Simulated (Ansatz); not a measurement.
A run for Ansatz (an electronic-structure program): R-SVWN5/def2-TZVPP on C2H6FGa (SMILES [CH3][Ga]([CH3])[F]), a point of a torsion scan.

Ansatz 0.2 input:
```yaml
crystal:
  periodic: [false, false, false]
  atoms:
    - {symbol: C, position_ang: [-1.78858354, -0.54639732, -0.12963116]}
    - {symbol: Ga, position_ang: [-0.08387676, 0.34424621, 0.55858161]}
    - {symbol: C, position_ang: [1.00668090, 0.58160977, 2.26988198]}
    - {symbol: F, position_ang: [0.71113329, 1.19899349, -0.77546166]}
    - {symbol: H, position_ang: [-1.57802828, -0.95971068, -1.11765701]}
    - {symbol: H, position_ang: [-2.57590885, 0.20233134, -0.23253968]}
    - {symbol: H, position_ang: [-2.13696753, -1.33801595, 0.53267064]}
    - {symbol: H, position_ang: [0.97235669, -0.30687098, 2.89997715]}
    - {symbol: H, position_ang: [0.62999330, 1.43045912, 2.84260176]}
    - {symbol: H, position_ang: [2.03843135, 0.78711418, 1.97910743]}
basis:
  gaussian:
    orbitals: def2-TZVPP
hamiltonian:
  xc: {name: SVWN5}
scf: {lower_state_search: off}
```

The log:

```
WARN ansatz: RAYON_NUM_THREADS=1 ignored (pool sized by the plan → 1); use --threads N
Functional definition: SVWN5
these checks for a lower state are left out or cut short: stability, starts, cluster_reference, orbital_swaps, neighbouring_geometries, increment
integrals: 0.14 GiB planned
1238 factors; their error is unknown
mean field: 0.94 GiB planned
mean field evaluation 1: about -57128.4916 eV, gradient 1.1e2 eV
mean field evaluation 2: about -57086.3222 eV, gradient 1.8e2 eV
mean field evaluation 4: about -57149.5833 eV, gradient 1.9e1 eV
mean field evaluation 8: about -57150.2516 eV, gradient 2.6e-1 eV
mean field evaluation 16: about -57150.2252 eV, gradient 1.3e-4 eV
mean field -57150.22517568 eV, -2100.2320373921 hartree, gradient 1.9e-6 eV, S^2 0.000000; 0 other end points of the search recorded, 0 dependent functions left out
reference -57150.22521586 eV, -2100.2320388688 hartree; 29, 29 occupied and 196, 196 virtual orbitals, 1238 factors
Total energy: -57150.22521586 eV, -2100.2320388688 hartree
Checks for a lower state left out: stability, starts, cluster_reference, orbital_swaps, neighbouring_geometries, increment
```

The calculation finished and met its thresholds.

Cost: very roughly 2.2 core-seconds.
